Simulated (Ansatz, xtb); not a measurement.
**C4H10AlNS: which of two structures lies lower**

We compare X, `C=C[N](C)[AlH][S]C`, a singlet, with Y, a singlet given by its coordinates. Both are isolated molecules in the gas phase, relaxed with B3LYP/def2-SVP; the shapes shown needn't be the lowest conformers.

X (Å):

```xyz
17

C    -0.3849   -3.3049    2.7513
C    -1.1776   -2.4959    2.0272
C    -1.9282   -0.3090    1.3441
C     2.9206    1.0378   -0.4743
Al    0.8394   -0.9234    0.8497
N    -0.8280   -1.2632    1.4662
S     1.2797    1.1686    0.3636
H     0.6329   -3.0230    3.0375
H    -0.7399   -4.2889    3.0626
H    -2.2122   -2.8124    1.8217
H    -1.6164    0.5716    0.7623
H    -2.2796    0.0472    2.3301
H    -2.7953   -0.7618    0.8264
H     1.9204   -2.0484    0.6372
H     3.5948    1.7788   -0.0234
H     2.8016    1.2631   -1.5433
H     3.3656    0.0386   -0.3641
```

Y (Å):

```csv
atom,x (Å),y (Å),z (Å)
C,-0.2523,0.8138,-4.7061
C,-0.3564,0.3213,-3.3428
C,0.6247,0.0974,0.6597
C,1.5954,-3.1970,-0.7532
Al,-0.6827,-0.9424,-0.3973
N,-0.4451,-0.0827,-2.2657
S,-0.2433,-3.0989,-0.8332
H,-1.2110,1.2564,-5.0164
H,-0.0046,-0.0180,-5.3831
H,0.5357,1.5792,-4.7713
H,-2.2497,-0.6959,-0.2383
H,0.6148,-0.2297,1.7147
H,1.6636,-0.0100,0.3015
H,0.3875,1.1764,0.6600
H,1.9827,-2.8243,0.2062
H,2.0757,-2.6391,-1.5720
H,1.8735,-4.2562,-0.8512
```

Close contacts (Å): C1–C2 1.45, C2–N6 1.15, C3–Al5 1.98, C4–S7 1.84, Al5–N6 2.07, Al5–S7 2.24, C1–H8 1.10, C1–H9 1.10, C1–H10 1.10, C3–H12 1.10, C3–H13 1.10, C3–H14 1.10, C4–H15 1.10, C4–H16 1.10, C4–H17 1.10, Al5–H11 1.59.

Q: Which of the two would you expect CCSD(T)/def2-SVP + ΔMP2/def2-TZVPP electronic energies to favour?

A: Structure Y; the calculation gives E(Y) − E(X) = −7.8 kcal/mol.

Level by level:

```
                             level        geometry  E(Y) − E(X) (kcal/mol)  departure from the last row (kcal/mol)  job, with rough time for the two
                    B3LYP/def2-SVP  B3LYP/def2-SVP                      −5.9                                    +1.9             optimisation, 2.9 min
                       HF/def2-SVP  B3LYP/def2-SVP                     −10.6                                    −2.7           part of the CCSD(T) run
                      MP2/def2-SVP  B3LYP/def2-SVP                     −11.5                                    −3.7           part of the CCSD(T) run
                  CCSD(T)/def2-SVP  B3LYP/def2-SVP                      −8.8                                    −1.0                      single point
CCSD(T)/def2-SVP + ΔMP2/def2-TZVPP  B3LYP/def2-SVP                      −7.8                                                        single point, 88 s
```

None of the levels shown reverses the order. The largest departure from CCSD(T)/def2-SVP + ΔMP2/def2-TZVPP is that of MP2/def2-SVP, 3.7 kcal/mol. Levels run at GFN2-xTB geometries aren't shown. The last row adds to CCSD(T) the change of the MP2 difference between the two basis sets, here +1.0 kcal/mol.

With thermal terms from frequencies at re-optimised GFN2-xTB minima (ideal gas, soft modes damped towards free rotors, one conformer each, 298.15 K, 1 atm): the zero-point term adds −3.3 kcal/mol; ΔH is −9.8 and ΔG −12.9 kcal/mol.

The correlated steps freeze 15 core orbitals. Codes used: Ansatz 0.2.0, xtb 6.7.1; the last row on 4 threads of Arm Neoverse V2 on a shared host.
